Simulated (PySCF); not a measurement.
Ionisation energy of La(43+) by level of theory

La(43+) [Ne] 3s2 3p2 (3P) → La(44+) [Ne] 3s2 3p1 (2P), as a difference of total energies. Computed with PySCF 2.14 in an even-tempered Gaussian basis (21 s from 8.4 bohr⁻², ratio 2.2; 14 p from 11 bohr⁻², ratio 2.2; 5 d from 44 bohr⁻², ratio 2.4; 4 f from 66 bohr⁻², ratio 2.4; 4 g from 99 bohr⁻², ratio 2.4), with the spin-free X2C one-electron Hamiltonian (Gaussian nucleus). Correlated levels: outer shells: 1s2 frozen; virtual orbitals above 40 to 60 times the deepest correlated orbital energy dropped. The calculations carry no spin-orbit coupling.

```
                method  ionisation energy (eV)
                   UHF                  3356.7
                   LDA                  3357.9
                   PBE                  3358.6
                  PBE0                  3358.5
                r2SCAN                  3359.0
                B2PLYP                  3358.4
             BHandHLYP                  3358.6
    MP2 (outer shells)                  3357.3
SCS-MP2 (outer shells)                  3357.1
```

Spin-orbit coupling is strong in these open shells (close to jj coupling). The scalar numbers leave it out and a first-order estimate fails, so it can dominate the gap to the real levels.

Breit and QED terms and the two-electron picture change are absent.

For comparison: 3416 ± 4 eV (theoretical estimate listed by NIST; NIST Atomic Spectra Database, ionization energies).
